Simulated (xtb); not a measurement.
ITl (SMILES [I][Tl]), singlet, from a rough starting geometry (GFN-xTB shapes and energies of metal compounds can be far from the true ones); GFN2-xTB in xtb.

xtb was given this input:
```
$ xtb mol.xyz --gfn 2 --opt vtight --json

# file mol.xyz
2

Tl    -0.89180718    -0.62720218    -0.84442427
I      0.92440703     0.70949008     0.80854458
```

Problem. Write the output that xtb gives for this input, abridged.

Solution. 
```
   ID    Z sym.   atoms
    1   81 Tl     1
    2   53 I      2

           -------------------------------------------------
          |                Calculation Setup                |
           -------------------------------------------------

           -------------------------------------------------
          |                 G F N 2 - x T B                 |
           -------------------------------------------------

          ...................................................
          :                      SETUP                      :
          :.................................................:
          :  # basis functions                  14          :
          :  # atomic orbitals                  13          :
          :  # shells                            5          :
          :  # electrons                        10          :
          :  max. iterations                   250          :
          :  Hamiltonian                  GFN2-xTB          :
          :  restarted?                      false          :
          :  GBSA solvation                  false          :
          :  PC potential                    false          :
          :  electronic temp.          300.0000000     K    :
          :  accuracy                    1.0000000          :
          :  -> integral cutoff          0.2500000E+02      :
          :  -> integral neglect         0.1000000E-07      :
          :  -> SCF convergence          0.1000000E-05 Eh   :
          :  -> wf. convergence          0.1000000E-03 e    :
          :  Broyden damping             0.4000000          :
          :  net charge                          0          :
          :  unpaired electrons                  0          :
          ...................................................

 iter      E             dE          RMSdq      gap      omega  full diag
   1     -5.4816483 -0.548165E+01  0.192E+01    5.50       0.0  T
   2     -5.4876789 -0.603062E-02  0.105E+01    6.11       1.0  T
   3     -5.4891349 -0.145597E-02  0.225E+00    6.58       1.0  T
   4     -5.4894582 -0.323376E-03  0.986E-01    6.56       1.0  T
   5     -5.4895506 -0.923797E-04  0.333E-01    6.54       1.0  T
   6     -5.4895583 -0.763436E-05  0.746E-02    6.55       1.0  T
   7     -5.4895584 -0.182852E-06  0.115E-02    6.55       6.1  T
   8     -5.4895584 -0.406352E-08  0.361E-03    6.55      19.6  T
   9     -5.4895584 -0.246239E-09  0.358E-04    6.55     197.7  T
[...]
         :: total energy              -5.489201360058 Eh    ::
 * total energy  :    -5.4892014 Eh     change       -0.9414691E-13 Eh
 * total energy  :    -5.4830485 Eh     change        0.6152826E-02 Eh
 * total energy  :    -5.4891694 Eh     change       -0.6120898E-02 Eh
 * total energy  :    -5.4892687 Eh     change       -0.9926898E-04 Eh
 * total energy  :    -5.4892774 Eh     change       -0.8696361E-05 Eh
 * total energy  :    -5.4892812 Eh     change       -0.3765905E-05 Eh
 * total energy  :    -5.4892812 Eh     change       -0.5130794E-09 Eh
   *** GEOMETRY OPTIMIZATION CONVERGED AFTER 7 ITERATIONS ***
         :: total energy              -5.489281164289 Eh    ::
[...]
         7                         -0.1381042              -3.7580
         8                          0.0665892               1.8120
         9                          0.0972815               2.6472
        10                          0.0972815               2.6472
        11                          0.1307266               3.5573
        12                          0.1307266               3.5573
        13                          0.4840855              13.1726
      -------------------------------------------------------------
                  HL-Gap            0.2374128 Eh            6.4603 eV
             Fermi-level           -0.2568106 Eh           -6.9882 eV

     #   Z          covCN         q      C6AA      α(0)
     1  81 Tl       0.818     0.392   635.692    65.958
     2  53 I        0.818    -0.392   401.674    34.599

 Mol. C6AA /au·bohr⁶  :       1997.714542
 Mol. C8AA /au·bohr⁸  :     277163.183747
 Mol. α(0) /au        :        100.556902

Wiberg/Mayer (AO) data.
largest (>0.10) Wiberg bond orders for each atom

 ---------------------------------------------------------------------------
     #   Z sym  total        # sym  WBO       # sym  WBO       # sym  WBO
 ---------------------------------------------------------------------------
     1  81 Tl   0.988 --     2 I    0.988
     2  53 I    0.988 --     1 Tl   0.988
 ---------------------------------------------------------------------------

Topologies differ in total number of bonds
Writing topology from bond orders to xtbtopo.mol

molecular dipole:
                 x           y           z       tot (Debye)
 q only:       -1.359      -1.000      -1.236
   full:       -2.239      -1.648      -2.038       8.762
molecular quadrupole (traceless):
                xx          xy          yy          xz          yz          zz
 q only:       -0.048      -0.205      -0.156       0.012      -0.093       0.203
  q+dip:       -0.848      -3.032       0.653      -3.313      -2.606       0.195
   full:       -1.088      -3.874       0.937      -4.354      -3.373       0.151

optimized geometry written to: xtbopt.xyz

           -------------------------------------------------
          | TOTAL ENERGY               -5.489281164289 Eh   |
          | GRADIENT NORM               0.000000021380 Eh/α |
          | HOMO-LUMO GAP               6.460331101741 eV   |
           -------------------------------------------------

normal termination of xtb
```
